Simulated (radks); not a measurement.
Results of a calculation; reference values are marked as such.
Question: Successive ionisation energies (eV) of one element, from differences of total energies of ions in their ground configurations, starting at charge 44: 2205.3, 2259.4, 2399.6, 2459.1, 4394.1, 4523.7, 4654.1, 4785.3, 4917.0, 5088.2, 5225.5, 5363.5, 5502.3, 5641.6, 6022.3, 6140.9, 6257.6, 6412.3, 6533.4, 6652.6, 6899.0, 7024.6. Level of theory: non-relativistic Kohn-Sham, PBE, spin-polarised, spherical densities, point nucleus; open shells are filled with parallel spins first (spin-orbit coupling, left out, can overturn this in heavy ions); relativity is left out, which matters for an element this heavy (a radial shooting solver on a logarithmic mesh with Libxc functionals). Which element is it?

Answer: Osmium (Z = 76). The first species listed is Os44+ in [Ar] 3d10 4s2 4p2, the last Os65+ in [Ne] 3s1.
